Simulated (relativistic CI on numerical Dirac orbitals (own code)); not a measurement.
## Transition arrays of In XXIV

Calculated at this level of theory: Dirac-Coulomb-Breit CI, KLI orbitals optimised for each configuration, model QED (radiative potential, 1s self-energy scaled to tabulated hydrogen-like ionisation energies), valence Slater integrals scaled by 0.9, whole transition arrays (own radial code, finite nucleus).

Configurations in the expansion (outside the closed core [Ne] 3s2): 3p6 3d8, 3p6 3d7 4f, 3p5 3d9, 3p6 3d7 4p, 3p6 3d7 5f. Levels of other configurations are missing.

All E1 lines from the levels of 3p6 3d8; mean and standard deviation are weighted by gf, and upper levels are sorted by their leading configuration.

| Upper configuration | Lines | Σgf | Mean (eV) | Mean (nm) | σ (eV) | Strongest line (nm) |
| --- | --- | --- | --- | --- | --- | --- |
| 3p6 3d7 4f | 721 | 229.5 | 687.79 | 1.803 | 6.39 | 1.786 |
| 3p5 3d9 | 60 | 16.7 | 228.42 | 5.428 | 17.94 | 4.973 |
| 3p6 3d7 4p | 466 | 16.5 | 526.57 | 2.355 | 5.86 | 2.364 |
| 3p6 3d7 5f | 721 | 90.6 | 867.56 | 1.429 | 7.03 | 1.428 |

Σgf per state of the lower configuration in bins of 0.1 nm over the central range (centre: value): 1.45: 2.00, 1.75: 2.78, 1.85: 2.32, 2.35: 0.34, 4.95: 0.08.

(1) How do configuration mixing and the scaling of the Slater integrals move the arrays?

Results:

(1) Slater scale 0.9, no configuration mixing: 3p6 3d7 4f 688.5 ± 6.5 eV (Σgf 244.0), 3p5 3d9 229.3 ± 18.1 eV (Σgf 18.4), 3p6 3d7 4p 526.7 ± 5.9 eV (Σgf 14.8), 3p6 3d7 5f 866.8 ± 7.0 eV (Σgf 68.9); Slater scale 1: 3p6 3d7 4f 689.4 ± 6.8 eV (Σgf 230.1), 3p5 3d9 228.8 ± 18.4 eV (Σgf 16.5), 3p6 3d7 4p 526.8 ± 6.4 eV (Σgf 16.7), 3p6 3d7 5f 868.3 ± 7.6 eV (Σgf 90.9); Slater scale 0.8: 3p6 3d7 4f 686.2 ± 6.0 eV (Σgf 228.8), 3p5 3d9 228.0 ± 17.5 eV (Σgf 16.8), 3p6 3d7 4p 526.4 ± 5.4 eV (Σgf 16.3), 3p6 3d7 5f 866.9 ± 6.5 eV (Σgf 90.2). With mixing, levels are counted to their leading configuration, so an array can shrink or vanish into another, and the sums then hold other lines.
